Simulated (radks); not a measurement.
The numbers below are computed, except where a source is named.
Neutral iodine inside a hard spherical wall (all orbitals vanish at R), configuration held at [Kr] 4d10 5s2 5p5 and not refilled when levels cross. Code: a radial shooting solver on a logarithmic mesh with Libxc functionals. Model: scalar-relativistic Kohn-Sham, LDA (Slater exchange, Perdew-Wang correlation), spin-polarised, spherical densities, finite nucleus; open shells are filled with parallel spins first (spin-orbit coupling, left out, can overturn this in heavy ions); Fermi nuclear charge, rms radius 4.75 fm. Eigenvalues in eV for spin up, with the zero of energy where the potential of the charges vanishes at infinity; a dash marks a level that is unbound or too diffuse for the functional's potential to be trusted. A positive occupied level is held by the wall or, in an anion where self-interaction has pushed it up, behind a barrier. The pressure on the wall is -dE/dV.

| R (bohr) | E (hartree) | kinetic (hartree) | e(4p) | e(4d) | e(5s) | e(5p) | e(6s, empty) | e(5d, empty) | pressure (GPa) |
|---|---|---|---|---|---|---|---|---|---|
| free | -7110.38429 | 7461.021 | -127.36 | -50.374 | -17.896 | -7.478 | -0.536 | - | 0 |
| 20 | -7110.38429 | 7461.021 | -127.36 | -50.374 | -17.896 | -7.478 | -0.530 | 0.836 | < 0.0001 |
| 10 | -7110.38422 | 7461.022 | -127.35 | -50.367 | -17.890 | -7.473 | -0.066 | 1.726 | 0.00245 |
| 7 | -7110.37864 | 7461.072 | -127.09 | -50.106 | -17.676 | -7.262 | 2.088 | 3.174 | 0.390 |
| 5 | -7110.27898 | 7461.699 | -124.90 | -47.957 | -16.005 | -5.428 | 10.723 | 7.612 | 14.7 |
| 3.5 | -7109.29712 | 7466.221 | -115.78 | -39.144 | -8.329 | 3.982 | 43.942 | 23.365 | 341 |
| 2.5 | -7104.00481 | 7486.008 | -94.654 | -18.973 | 17.973 | 36.258 | 139.13 | 68.830 | 4660 |
